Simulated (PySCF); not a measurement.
Gas-phase reaction: SnH3Cl + SnCl3 + H = 2 SnH2Cl2

Computed with PySCF (xtb for GFN2) and rigid-rotor harmonic-oscillator thermochemistry at 1 bar. † marks an energy on the PBE0/def2-TZVP geometry and frequencies; other levels use their own. Open shells (unrestricted): SnCl3 (multiplicity 2), H (multiplicity 2); the rest are closed-shell singlets. GFN2 has no spin-polarisation term. Sn: scalar-relativistic def2 core potential, no spin-orbit coupling. SnH3Cl, SnCl3, SnH2Cl2: computed as isolated molecules; such fragments, hydroxides, amides, oligomers or adducts are transient or little studied in the gas.

```csv
level,"ΔH°(298 K), kJ"
BLYP/def2-TZVP†,-260
GFN2-xTB,-219
HF/def2-TZVP†,-232
M06-2X/def2-TZVP†,-282
PBE/def2-TZVP†,-265
PBE0/def2-SVP†,…
PBE0/def2-TZVP,…
r2SCAN/def2-TZVP†,…
LDA/def2-TZVP†,-305
ωB97M-V/def2-TZVP†,…
```

Task: Complete the blanks.

Result: 
- PBE0/def2-SVP†, ΔH°(298 K), kJ: -276
- PBE0/def2-TZVP, ΔH°(298 K), kJ: -280
- r2SCAN/def2-TZVP†, ΔH°(298 K), kJ: -278
- ωB97M-V/def2-TZVP†, ΔH°(298 K), kJ: -296
